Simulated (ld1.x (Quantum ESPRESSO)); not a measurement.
**PBE TM dataset for manganese, fully relativistic all-electron reference.**

* Element: Mn
* Generator: ld1.x (Quantum ESPRESSO) 7.5
* Type: norm-conserving Troullier–Martins (Kleinman–Bylander form)
* Functional: PBE
* Relativity: fully relativistic
* Frozen core: [Ar]
* Valence charge: 7
* Reference configuration: 3d5 4s2 4p0
* Partial waves: 4p (bound, empty): rc 3.30 bohr; 3d (bound): rc 2.05 bohr; 4s (bound): rc 2.60 bohr
* Local potential: the s channel
* Core correction: none

Open shells are filled in proportion to 2j + 1 (rel_dist='average').

* Cutoffs needed: 70 Ry and 110 Ry (the cutoffs (Ry, on a coarse ladder) from which the occupation-weighted sum of valence levels, in a spherical-Bessel basis at the reference potential, stays within 10 and 1 mRy of its value at 400 Ry)
* Ghost test: no extra level below or beside the all-electron valence levels (p1/2, p3/2, d3/2, d5/2, s, f tested) (spherical-Bessel basis up to 400 Ry, 20 bohr box)
* Largest excitation error: -153 meV (all-electron minus pseudo) for 3d4 4s2 4p1, out of 7 test configurations
